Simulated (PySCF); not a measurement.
Interval between two levels of C by level of theory

C [He] 2s2 2p2 [3P2, M_J = 2] → C [He] 2s2 2p1 3s1 [3P2, M_J = 2], as a difference of total energies. Calculation: PySCF 2.14, in x2c-TZVPall-2c with one added diffuse shell each of s, p, d type (6s4p3d1f, 40 functions); the two-component X2C-1e Hamiltonian. Correlated levels: 1s2 frozen. "Screened" scales the spin-orbit matrix elements by Boettger's factors to mimic the two-electron term; Breit and QED terms are absent.

| method | interval between two levels (cm⁻¹) |
| --- | --- |
| GHF (spin-free) | 59934 |
| GMP2 (spin-free) | 62135 |
| GHF (screened spin-orbit) | 59940 |
| GMP2 (screened spin-orbit) | 62140 |

Errors of the correlated levels include the incompleteness of this basis and the frozen core.

The labels give the starting determinants; with spin-orbit coupling the two ends relaxed to ⟨J²⟩ = 6.01, ⟨L²⟩ = 2.00, ⟨S²⟩ = 2.01 and ⟨J²⟩ = 6.01, ⟨L²⟩ = 2.01, ⟨S²⟩ = 2.00.

The promoted electron is Rydberg-like, and one or two diffuse shells describe it only roughly, which tends to raise the upper state.

For comparison: 60350 cm⁻¹ (measured; NIST Handbook of Basic Atomic Spectroscopic Data (Sansonetti and Martin, J. Phys. Chem. Ref. Data 34, 1559 (2005))).
